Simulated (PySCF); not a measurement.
aminosilylimino(oxo)methane (CH4N2OSi), SMILES N[SiH2]N=C=O.

The structure is a stationary point at PBE0-D3(BJ)/def2-SVP. Other conformers were not sampled.

Two levels are set side by side: PBE/def2-TZVP (PySCF) and ωB97X/def2-TZVP (PySCF). Same geometry, gas phase. Differences are taken from unrounded values.

```json
[
 {"quantity": "orbital gap (eV)", "ωB97X": "12.66", "PBE": "5.83", "PBE minus ωB97X": "-6.83"},
 {"quantity": "highest occupied level (eV)", "ωB97X": "-10.49", "PBE": "-6.58", "PBE minus ωB97X": "3.91"},
 {"quantity": "lowest empty level (eV)", "ωB97X": "2.17", "PBE": "-0.75", "PBE minus ωB97X": "-2.92"},
 {"quantity": "dipole moment (D)", "ωB97X": "2.58", "PBE": "2.55", "PBE minus ωB97X": "-0.03"},
 {"quantity": "mean polarisability (bohr³)", "ωB97X": "52.0", "PBE": "54.9", "PBE minus ωB97X": "3.0"}
]
```

Without exact exchange PBE keeps part of each electron's self-repulsion, which lifts occupied levels and narrows the gap. Loosely held outer electrons make PBE densities more polarisable. Differences between two approximate levels are no errors against the true value.

Rough cost on one machine, each run with all the roots and properties that it gave: ωB97X against PBE within a factor of 2.
